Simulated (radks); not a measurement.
Problem. These are the eigenvalues of the occupied orbitals of an atom or ion with whole-number occupations (Ry). Calculated with a radial shooting solver on a logarithmic mesh with Libxc functionals: Dirac Kohn-Sham, LDA (Slater exchange, Perdew-Wang correlation), spin-unpolarised, spherical densities, finite nucleus; Fermi nuclear charge, rms radius of each element as measured or else 0.836 A^(1/3) + 0.57 fm.

orbital  eigenvalue
1s1/2     -343.6200
2s1/2     -71.96108
2p1/2     -68.48327
2p3/2     -68.11301

Which element is it, and in what charge state? The configuration may be excited. Open shells, if any, are shared by 2j + 1.

Solution. Z = 20, calcium, charge +15: Ca15+ in [He] 2s2 2p1. The list shows which subshells hold electrons but not how many an open one holds; the 1s level, -171.81 hartree, gives Z - s = 18.5 by -(Z - s)^2/2, which with screening and relativity narrows Z to a few neighbours, and the depths of the outer levels then fix element, charge and occupations together.
